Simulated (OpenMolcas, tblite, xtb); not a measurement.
SiCNClF2 (SMILES N#C[Si](F)(F)Cl): the vertical ionisation energy, rung by rung

SiCNClF2 has 6 atoms, charge 0, and is taken as a singlet. SMILES: `N#C[Si](F)(F)Cl`. The shape is that of a PBE0-D4/def2-TZVP optimisation.

Each level gives the vertical ionisation energy (to the doublet cation) (eV). The values are calculated.

```csv
level,kind,program,value (eV),CPU time (all runs)
GFN1-xTB,semi-empirical,xtb,16.05,under 2 s
GFN2-xTB,semi-empirical,xtb,15.81,under 2 s
IPEA1-xTB,semi-empirical,tblite,16.23,under 2 s
HF/cc-pVDZ,Hartree–Fock,OpenMolcas,12.60,44 s
revPBE/cc-pVDZ,GGA,OpenMolcas,12.22,3.3 min
M06-L/cc-pVDZ,meta-GGA,OpenMolcas,12.60,4.5 min
TPSS/cc-pVDZ,meta-GGA,OpenMolcas,12.32,4.8 min
r2SCAN/cc-pVDZ,meta-GGA,OpenMolcas,12.52,4 min
B3LYP/cc-pVDZ,global hybrid,OpenMolcas,12.61,3 min
PBE0/cc-pVDZ,global hybrid,OpenMolcas,12.74,2.4 min
```

The values span 12.22 to 16.23 eV. The xTB values lack the empirical shift that such differences need. Times are those of the runs behind each value, whatever else they computed, on shared processors of several kinds: orders of magnitude only.
